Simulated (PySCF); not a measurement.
**Radial density of Co⁺ (cobalt, charge +1)**

UHF, [Ar] 3d8, high-spin 3F determinant. Computed with PySCF 2.14 in aug-cc-pVDZ-DK, with the spin-free X2C one-electron Hamiltonian (Gaussian nucleus).

```
r (bohr)  4πr²ρ (e/bohr)  4πr²(ρα − ρβ)
0.000997          0.2423         0.0000
 0.00168          0.6091         0.0000
 0.00282           1.499         0.0000
 0.00474           3.557         0.0000
 0.00798           7.948         0.0000
  0.0134           15.95         0.0001
  0.0226           26.58         0.0002
  0.0380           32.72         0.0006
  0.0639           27.81         0.0034
   0.107           27.50         0.0225
   0.181           36.69         0.1453
   0.304           21.06         0.6838
   0.511           16.14         1.6830
   0.860           15.95         1.7271
    1.45           4.485         0.7031
    2.43          0.6054         0.0993
    4.09         0.03162        -0.0011
    6.88       0.0001168         0.0000
```

Densities and radii are taken from the X2C orbitals without a picture-change correction, which distorts them close to the nucleus.
